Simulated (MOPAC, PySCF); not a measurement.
C8H7ClSSi, SMILES `[SiH3]c1cc2ccsc2cc1Cl`, neutral singlet in the gas phase. 

Z-matrix (Å, degrees):
```
C
C 1 1.3932
H 1 1.0935 2 119.77
C 1 1.4046 3 119.05 2 180.00
C 2 1.4135 1 117.89 3 180.00
C 5 1.3856 2 123.09 1 0.00
H 6 1.0907 5 120.47 2 180.00
C 6 1.3973 7 121.97 5 -180.00
C 4 1.4364 1 129.72 3 0.00
C 9 1.3596 4 112.46 1 180.00
H 10 1.0897 9 127.53 4 180.00
H 9 1.0906 10 123.66 11 0.00
S 10 1.7343 11 119.15 9 180.00
Cl 5 1.7393 6 118.33 7 0.00
Si 2 1.8825 1 120.63 3 0.00
H 15 1.4927 2 111.47 1 118.97
H 15 1.4927 16 109.00 2 -123.47
H 15 1.4952 16 109.04 17 -118.93
```
Charge 0, multiplicity 1.

All levels are single points at this geometry (PBE0-D3(BJ)/def2-SVP); Pople sets use spherical d functions. Orbital energies aren't observables, and empty levels follow the basis.

PBE-D3(BJ)/def2-TZVP in PySCF gives HOMO (eV) = -5.64.

Problem. Estimate the HOMO (eV) from each of these levels: PBE0-D3(BJ)/def2-TZVP in PySCF; ωB97X-D3(BJ)/def2-TZVP in PySCF; B3LYP/6-311+G** in PySCF; PBE/6-31G* in PySCF; PM7 in MOPAC.

Solution. 
```tsv
level	HOMO (eV)
PBE0-D3(BJ)/def2-TZVP in PySCF	-6.57
ωB97X-D3(BJ)/def2-TZVP in PySCF	-8.64
B3LYP/6-311+G** in PySCF	-6.40
PBE/6-31G* in PySCF	-5.43
PM7 in MOPAC	-8.76
```
